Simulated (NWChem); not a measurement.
Species: SnH₃O₃ cation; SMILES [OH][Sn+]([OH])[OH]

```xyz
7

Sn     0.0352     0.0206     0.0002
O      0.2279    -1.8868     0.0000
H      1.1343    -2.2376     0.0068
O     -1.7930     0.5753    -0.0004
H     -1.9354     1.5380    -0.0015
O      1.3746     1.4030    -0.0012
H      2.3060     1.1244    -0.0022
```
Atoms are numbered in this order, from 1.

Level: PBE0/def2-SVP with def2 effective core potentials on Sn (NWChem), optimised geometry, unscaled harmonic frequencies. def2 effective core potentials on Sn; no spin-orbit coupling.

| frequency (cm⁻¹) | IR intensity (km/mol) |
|---|---|
| 141 | 43.2 |
| 144 | 21.0 |
| 148 | 4.7 |
| 242 | 0.4 |
| 306 | 89.7 |
| 347 | 262.5 |
| 644 | 1.1 |
| 708 | 95.7 |
| 714 | 54.2 |
| 846 | 95.3 |
| 886 | 14.1 |
| 919 | 108.8 |
| 3794 | 409.0 |
| 3804 | 151.1 |
| 3814 | 301.1 |

```json
{
  "zero_point_energy": "24.9 kcal/mol",
  "thermal correction to the enthalpy at 298.15 K (with zero-point energy)": "29.7 kcal/mol",
  "heat capacity Cv": "20.8 cal/(mol K)",
  "entropy at 298.15 K and 1 atm (symmetry number 1)": "81.2 cal/(mol K)"
}
```

Rigid rotor and harmonic oscillator.
